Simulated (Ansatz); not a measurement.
Cost and result up the ladder for Ba₃Se₂ (5 atoms). Total charge 0; singlet. Geometry: PBE0-D4/def2-SVP.

```xyz
5

Ba   -1.5969    0.6878    1.3824
Ba    0.5939    0.1285   -2.1356
Ba    2.4445   -1.1575    1.7007
Se   -1.3518    2.0685   -1.1712
Se   -0.0897   -1.7272    0.2238
```

Ansatz on 4 threads of Arm Neoverse V2 on a shared host. Times are rough, and most runs start from the orbitals of an earlier one. No level here is sound enough to serve as a yardstick. Binding counts from free atoms at the same level (Ba singlet, Se triplet; other spins of the atoms weren't run), without zero-point energy or a counterpoise term.

In the def2 sets Ba takes a core potential; there is no spin–orbit coupling. LC-ωPBE has ω = 0.4 bohr⁻¹. Correlated methods freeze 18 core orbitals; core or outer-core shells of Ba, Se are correlated, in sets that lack core-valence functions. The rows differ in basis, and correlated rows in double-zeta sets carry the largest basis error. Another isomer (singlet) lies 0.45 eV lower at PBE0-D4/def2-TZVP; other spin states weren't run for this one.

Run but left out: HF/def2-TZVP (restricted singlet, unstable towards broken spin symmetry).

Correlated methods converge slowly with the basis, most of all in double-zeta sets.

```tsv
level	functions	wall time	binding energy per atom (eV)	remarks
PBE-D4/def2-SVP	154	4.7 s	2.78	restricted SCF unstable in HF
PBE-D4/def2-TZVP (with forces)	216	5.5 s	2.78	restricted SCF unstable in HF
PBE0-D4/def2-SVP	154	6 s	2.73	restricted SCF unstable in HF
BLYP-D4/def2-TZVP	216	6.5 s	2.56	restricted SCF unstable in HF
LC-ωPBE/def2-TZVP	216	6.5 s	2.69	restricted SCF unstable in HF
PBE0-D4/def2-TZVP	216	7 s	2.74	restricted SCF unstable in HF
MP2/def2-TZVP	216	7.5 s	2.67	restricted SCF unstable
r2SCAN-D4/def2-TZVP	216	12 s	2.89	restricted SCF unstable in HF
CCSD(T)/def2-SVP	154	99 s	2.43	restricted SCF unstable
```
